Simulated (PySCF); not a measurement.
Se(H)(OMe) (CH₄OSe), SMILES O(C)[SeH].

Coordinates come from a PBE0-D3(BJ)/def2-TZVP optimisation. The values are those of a single conformer.

All values below come from PBE0-D3(BJ)/def2-TZVP (PySCF).

Frequencies are harmonic and unscaled.

| mode | ν (cm⁻¹) | IR (km/mol) | moving atoms (share of kinetic energy) |
|---|---|---|---|
| 1 | 180 | 2.6 | H 97 % |
| 2 | 228 | 3.3 | H 79 %, O 16 % |
| 3 | 318 | 1.2 | C 38 %, H 25 %, O 22 %, Se 15 % |
| 4 | 630 | 30.1 | O 68 %, Se 18 %, H 9 % |
| 5 | 862 | 11.7 | H 92 % |
| 6 | 1080 | 99.0 | O 50 %, C 43 % |
| 7 | 1175 | 1.6 | H 77 %, C 18 % |
| 8 | 1192 | 8.8 | H 70 %, C 21 %, O 9 % |
| 9 | 1460 | 3.3 | H 89 %, C 10 % |
| 10 | 1475 | 10.3 | H 95 % |
| 11 | 1496 | 9.9 | H 95 % |
| 12 | 2367 | 33.6 | H 99 % |
| 13 | 3017 | 50.4 | H 98 % |
| 14 | 3087 | 35.5 | H 90 %, C 10 % |
| 15 | 3122 | 17.0 | H 91 %, C 9 % |
